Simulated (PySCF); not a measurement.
# Computed records: AlClH$_{2}$OSi

All values are calculated (PySCF 2.14.0). Calculation on a computer-drawn molecule: optimised geometry and harmonic frequencies of an isolated molecule of the commonest isotopes, restricted reference for singlets and unrestricted otherwise, frozen core in MP2.

Common to all runs: charge 0; multiplicity 1; basis cc-pV(D+d)Z.

(1) AlClH$_{2}$OSi

Start structure:
```xyz
6
AlClH2OSi
Al    -0.8703    -1.9730     3.0558
O     -0.4373    -1.0666     1.7352
Si    -0.0587    -0.1636     0.3897
Cl    -1.8160    -0.0955    -0.7508
H      0.1731     1.1550     0.8009
H      0.9367    -0.8432    -0.3709
```

Here we set method HF.

The calculation gives: rotational constants 9.281, 1.572, 1.366 GHz; total energy -1066.5503 hartree; convergence status largest gradient component 2.72e-05 hartree/bohr.

Drawn bonds:
```
atom  other atom  order
   1           2      1
   2           3      1
   3           4      1
   3           5      1
   3           6      1
```

Optimised structure:
```xyz
6
AlClH2OSi
Al    -0.9010    -2.0144     3.0887
O     -0.4122    -1.0646     1.7483
Si    -0.1127    -0.1893     0.4202
Cl    -1.8130    -0.1079    -0.7681
H      0.2253     1.1984     0.7662
H      0.9411    -0.8090    -0.3953
```

Modes:
```
frequency (cm⁻¹)  reduced mass (dalton)
           62.07                  19.82
           106.9                  5.086
           285.9                  15.05
           515.8                  14.95
           580.8                  10.87
           689.4                  1.275
           810.1                   1.09
           988.1                  1.177
            1053                  1.123
            1096                  6.629
            2361                  1.055
            2365                  1.028
```

(2) AlClH$_{2}$OSi

Start structure:
```xyz
6
AlClH2OSi
Al    -0.9010    -2.0144     3.0887
O     -0.4122    -1.0646     1.7483
Si    -0.1127    -0.1893     0.4202
Cl    -1.8130    -0.1079    -0.7681
H      0.2253     1.1984     0.7662
H      0.9411    -0.8090    -0.3953
```

It was run with method MP2.

Results for AlClH$_{2}$OSi: rotational constants 8.917, 1.57, 1.356 GHz; total energy -1067.0095 hartree; convergence status largest gradient component 5.244e-06 hartree/bohr.

Drawn bonds:
```
atom  other atom  order
   1           2      1
   2           3      1
   3           4      1
   3           5      1
   3           6      1
```

Optimised structure:
```xyz
6
AlClH2OSi
Al    -0.9438    -2.0335     3.0953
O     -0.3723    -1.0647     1.7732
Si    -0.1101    -0.1826     0.4102
Cl    -1.8171    -0.1167    -0.7555
H      0.2266     1.2117     0.7507
H      0.9442    -0.8010    -0.4139
```

Modes:
```
frequency (cm⁻¹)  reduced mass (dalton)
           43.54                  20.24
           73.52                  5.146
           264.1                  15.21
           497.1                  13.88
           575.2                  10.81
           654.7                  1.287
           768.1                  1.072
           943.9                  1.199
            1002                  1.135
            1037                  5.816
            2312                  1.028
            2318                  1.055
```
